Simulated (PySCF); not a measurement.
# Electron correlation in P⁺ (phosphorus, charge +1)

[Ne] 3s1 3p3, high-spin 5S determinant (an excited configuration). Calculation: PySCF 2.14, in x2c-QZVPPall (9s6p4d2f1g, 70 functions); the spin-free X2C one-electron Hamiltonian (Gaussian nucleus). Frozen: 1s2; 12 electrons correlated.

```tsv
level	correlation energy (mhartree)
CCSD	-214.76
(T)	-1.75
CCSD(T)	-216.51
```

Diagnostics: T1 = 0.0024, D1 = 0.0058, largest double amplitude 0.051.

Cost of the coupled-cluster step: roughly 30 core-seconds, for 12 correlated electrons.

Iterations:

```
CC2 = 0
CCSD nocc = (np.int64(8), np.int64(4)), nmo = (69, 69)
frozen orbitals [[0], [0]]
max_cycle = 100
direct = 0
conv_tol = 1e-08
conv_tol_normt = 1e-06
diis_space = 8
diis_start_cycle = 0
Init t2, MP2 energy = -0.205121642316975
Init E_corr(UCCSD) = -0.205121642317838
cycle = 1  E_corr(UCCSD) = -0.212013141728412  dE = -0.00689149941  norm(t1,t2) = 0.0280177
cycle = 2  E_corr(UCCSD) = -0.214079869828533  dE = -0.0020667281  norm(t1,t2) = 0.00841507
cycle = 3  E_corr(UCCSD) = -0.214767476516184  dE = -0.000687606688  norm(t1,t2) = 0.00273576
cycle = 4  E_corr(UCCSD) = -0.21476265443448  dE = 4.8220817e-06  norm(t1,t2) = 0.000139893
cycle = 5  E_corr(UCCSD) = -0.214757786927354  dE = 4.86750713e-06  norm(t1,t2) = 2.40144e-05
cycle = 6  E_corr(UCCSD) = -0.214758187481657  dE = -4.00554303e-07  norm(t1,t2) = 4.52037e-06
cycle = 7  E_corr(UCCSD) = -0.214758196101536  dE = -8.61987856e-09  norm(t1,t2) = 5.48725e-07
UCCSD converged
E(UCCSD) = -341.2422009711094  E_corr = -0.2147581961015357
UCCSD(T) correction = -0.00174720897602512
```

This basis was not built for core-valence correlation, so the inner-shell part is incomplete.
